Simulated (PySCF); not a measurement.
C4H14OSi2, SMILES C[SiH](C)O[SiH](C)C (connectivity only; charge and spin as stated), charge +1, multiplicity 2.

The structure is a stationary point at B3LYP-D3(BJ)/def2-SVP. The multiplicity is an assumed one; other spin states were not compared. One conformer was computed; it need not be the lowest.

The numbers are results of CAM-B3LYP/def2-SVP (PySCF), not measurements.

Gas-phase values at a fixed geometry.

**Question.** Estimate the frontier levels, dipole moment and polarisability. (Estimate from the structure and the level; the computed values follow.)

**Answer.** 
| Quantity | Result |
|---|---|
| α spin, highest occupied and lowest empty level | -14.41 and -2.27 eV |
| β spin, highest occupied and lowest empty level | -13.61 and -9.89 eV |
| dipole moment about the centre of nuclear charge | 0.014 e·Å |
| mean static polarisability | 184.7 bohr³ (27.36 Å³) |
| polarisability, principal values | 82.5, 100.4, 371.1 bohr³ |
| ⟨S²⟩ | 0.759 (pure state 0.75) |
